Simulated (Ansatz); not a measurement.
Ideal-gas functions of `O=C[NH][GeH3]` at 600 K and 1 bar, from an Ansatz frequency run at PBE0-D4/def2-TZVP.

Molar mass 119.67 g/mol, point group Cs (symmetry number 1), electronic degeneracy 1, moments of inertia 37.824, 183.615, 214.938 u Å². Harmonic wavenumbers (cm⁻¹, unscaled): 135, 155, 234, 519, 570, 579, 641, 826, 843, 873, 884, 1041, 1150, 1392, 1428, 1784, 2168, 2195, 2197, 2965, 3644.

Use S(trans) = R[1.5 ln M + 2.5 ln T − 1.1517]; rotational temperatures θ = 24.2544 K / I; S(rot) = R[ln(√π/σ · √(T³/θAθBθC)) + 1.5]; for each mode x = 1.438777 ν̃/T, S = R[x/(eˣ − 1) − ln(1 − e⁻ˣ)] and H = RT x/(eˣ − 1); 1 cm⁻¹ = 0.0119627 kJ/mol; R = 8.31446 J/(mol·K).

Q: By hand: the entropy, in J/(mol·K).

A: Translation 183.1. Rotation: θ = 0.6412, 0.1321, 0.1128 K, giving 116.3. Vibration, mode by mode: 17.73, 16.59, 13.23, 7.01, 6.33, 6.22, 5.51, 3.87, 3.75, 3.54, 3.47, 2.58, 2.10, 1.32, 1.23, 0.62, 0.29, 0.27, 0.27, 0.06, 0.01, in all 96.0. Electronic 0.0. Sum 395.4 J/(mol·K).

Q: By hand: H − E and G − E in kJ/mol, counted from the electronic energy.

A: Zero-point energy ½ × 26223 × 0.0119627 = 156.8; thermal vibration 31.3; translation, rotation and pV give 4 RT = 20.0. H − E = 208.1 kJ/mol, and G − E = 208.1 − 600 × 395.4/1000 = -29.1 kJ/mol.

Vibration gives 24 % of the entropy, 17.7 J/(mol·K) of it from the mode under 150 cm⁻¹: soft modes count most, and the harmonic formula is weakest for them. The sum counts one conformer and one mirror image; others add a mixing term.
